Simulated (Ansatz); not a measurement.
Isolated molecules relaxed with PBE0-D4/def2-TZVP in Ansatz; ΔE leaves out vibrations. CCSD(T)/CBS is the MP2 limit (def2-TZVPP, def2-QZVPP) plus CCSD(T) − MP2 in def2-TZVPP, frozen cores. Double bonds are as drawn, so ΔE can hold a change between cis and trans. DFT in def2-TZVPP. B3LYP here is the variant with VWN-RPA as its local correlation; programs differ in this. Each species was taken in one conformer, which may not be the lowest.

`CBN[SiH3]` + `C/C(F)=C\O` → `CB/C(F)=C\O` + `CN[SiH3]`  (formal exchange of groups at a B–N bond)

`CBN[SiH3]`:

```xyz
12

C     1.488   -0.530   -0.557
B     0.231    0.174   -1.173
N    -0.903    0.498   -0.407
Si   -1.146    0.206    1.295
H     1.677   -1.475   -1.079
H     1.434   -0.747    0.514
H     2.381    0.081   -0.730
H     0.213    0.457   -2.342
H    -1.665    0.949   -0.891
H    -1.089   -1.244    1.613
H    -2.494    0.728    1.639
H    -0.126    0.903    2.119
```

`C/C(F)=C\O`:

```xyz
10

C     0.821   -0.829    0.402
C     0.342    0.542    0.122
F     1.241    1.494    0.468
C    -0.806    0.951   -0.402
O    -1.837    0.170   -0.814
H     1.027   -0.957    1.469
H     0.090   -1.587    0.112
H     1.746   -1.034   -0.143
H    -1.000    2.006   -0.542
H    -1.623   -0.756   -0.670
```

`CB/C(F)=C\O`:

Cartesian coordinates in Å:
```
C -0.321 0.500 -2.052
B 0.342 0.175 -0.682
C -0.463 -0.149 0.571
F -1.827 -0.157 0.502
C 0.012 -0.442 1.796
O 1.320 -0.489 2.082
H -1.411 0.484 -2.050
H 0.017 1.483 -2.402
H 0.041 -0.203 -2.812
H 1.534 0.169 -0.567
H -0.683 -0.655 2.606
H 1.439 -0.715 3.007
```

`CN[SiH3]`:

Cartesian coordinates in Å:
```
C 0.120 1.155 -0.778
N 0.612 -0.086 -0.219
Si -0.347 -1.114 0.764
H 0.672 1.420 -1.684
H -0.928 1.035 -1.066
H 0.175 2.005 -0.086
H 1.608 -0.095 -0.071
H -1.589 -1.458 0.021
H -0.779 -0.528 2.071
H 0.456 -2.332 1.049
```

```
             level  ΔE (kJ/mol)  difference from CCSD(T)/CBS
            PBE-D4        144.7                        -11.6
         r2SCAN-D4        149.1                         -7.2
           PBE0-D4        149.7                         -6.6
          B3LYP-D4        147.5                         -8.8
           ωB97X-V        150.2                         -6.1
           ωB97M-V        152.4                         -3.9
            B2PLYP        150.5                         -5.8
               PBE        143.1                        -13.2
            r2SCAN        148.8                         -7.5
              PBE0        148.4                         -7.9
             B3LYP        145.1                        -11.2
     HF/def2-TZVPP        149.3                         -7.0
    MP2/def2-TZVPP        159.5                          3.2
SCS-MP2/def2-TZVPP        156.0                         -0.3
   CCSD/def2-TZVPP        156.7                          0.4
CCSD(T)/def2-TZVPP        156.6                          0.3
     HF/def2-QZVPP        149.1                         -7.2
    MP2/def2-QZVPP        159.2                          2.9
SCS-MP2/def2-QZVPP        155.9                         -0.4
      HF/CBS(def2)        149.1                         -7.2
     MP2/CBS(def2)        159.1                          2.8
    CCSD/CBS(def2)        156.3                          0.0
       CCSD(T)/CBS        156.3                            0
```

Largest T1 diagnostic among the species: 0.013.

From PBE to PBE0 (25 % exact exchange), in def2-TZVPP and without D4, ΔE moves by +5.2 kJ/mol. In def2-TZVPP, CCSD(T) changes the Hartree–Fock value by +7.4 kJ/mol (the triples alone add −0.0 kJ/mol) and MP2 by +10.2 kJ/mol.
